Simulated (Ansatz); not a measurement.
Geometry optimisation, RHF/def2-SVP in Ansatz.

input.yaml

```yaml
crystal:
  periodic: [false, false, false]
  atoms:
    - { symbol: B, position_ang: [0.010937, -0.322791, -0.008911] }
    - { symbol: F, position_ang: [-0.216497, -0.63618, 1.256199] }
    - { symbol: F, position_ang: [1.249367, -0.095346, -0.364263] }
    - { symbol: O, position_ang: [-0.962283, -0.332284, -0.916199] }
    - { symbol: H, position_ang: [-1.825678, -0.507239, -0.57217] }
    - { symbol: S, position_ang: [-0.187009, 2.463624, 1.329839] }
    - { symbol: H, position_ang: [1.150618, 2.514384, 1.316949] }
    - { symbol: H, position_ang: [-0.228955, 1.326532, 2.094056] }
basis:
  gaussian: { orbitals: def2-SVP }
hamiltonian:
  xc: hf
relax:
  f_tol: 0.03
  max_steps: 50
```

Run as:

```bash
$ ansatz run input.yaml --threads 1 --pin off --max-ram 2048MiB --backend cpu --events-out ev --progress --plain --runs-dir out
```

**Question.** Where does it end, and by what steps?

**Answer.** The forces met the threshold. The force dipped under the threshold on the way, but the program's further checks kept it going. After 24 steps the energy has fallen by 0.159 eV; H8 moved furthest, 0.91 Å.

```csv
step,energy less start (eV),largest force component (eV/Å),accepted
0,0.0000,1.132,yes
1,-0.1119,0.443,yes
2,-0.1334,0.401,yes
3,-0.1419,0.433,yes
4,-0.1472,0.208,yes
5,-0.1332,1.466,no
6,-0.1499,0.062,yes
7,-0.1518,0.032,yes
8,-0.1507,0.359,no
9,-0.1540,0.010,yes
10,-0.1551,0.096,yes
11,-0.1558,0.092,yes
12,-0.1540,0.299,no
13,-0.1517,0.350,no
14,-0.1563,0.029,yes
15,-0.1562,0.220,no
16,-0.1568,0.067,yes
17,-0.1573,0.078,yes
18,-0.1576,0.132,yes
19,-0.1579,0.088,yes
20,-0.1582,0.034,yes
21,-0.1582,0.057,no
22,-0.1584,0.030,yes
23,-0.1583,0.069,no
24,-0.1585,0.025,yes
```

```xyz
8
Properties=species:S:1:pos:R:3
B -0.028 -0.517 -0.044
F -0.410 -1.087 1.078
F 1.238 -0.213 -0.177
O -0.873 -0.305 -1.051
H -1.772 -0.531 -0.868
S -0.292 2.485 1.575
H 0.885 2.698 0.983
H 0.242 1.882 2.640
```

Whether the end is a true minimum wasn't checked by a vibrational analysis.

Time of the run: 47 s on 1 thread of Arm Neoverse V1, on a shared host, peak memory 0.16 GiB.
